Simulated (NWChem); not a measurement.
# BiH$_{3}$O$_{2}$; SMILES [OH][BiH][OH]

```xyz
6

Bi    -0.1701     0.0232     0.0000
H     -0.2059    -1.8287     0.0000
O      1.1697     0.1609    -1.6471
H      1.7039    -0.6566    -1.6936
O      1.1697     0.1609     1.6471
H      1.7039    -0.6566     1.6936
```
Atoms are numbered in this order, from 1.

Level: PBE-D3(BJ)/def2-SVP with def2 effective core potentials on Bi (NWChem), optimised geometry, unscaled harmonic frequencies. def2 effective core potentials on Bi; no spin-orbit coupling.

```csv
frequency (cm⁻¹),IR intensity (km/mol)
163,3.8
181,47.5
311,126.0
516,84.2
521,90.6
535,4.4
582,83.4
833,25.4
864,10.4
1657,323.6
3698,27.8
3698,56.1
```

The zero-point energy is 19.4 kcal/mol and the thermal correction to the enthalpy at 298.15 K (with zero-point energy) is 23.3 kcal/mol. The heat capacity Cv is 17.2 cal/(mol K). The entropy at 298.15 K and 1 atm (symmetry number 1) comes out as 76.4 cal/(mol K).

Rigid rotor and harmonic oscillator.
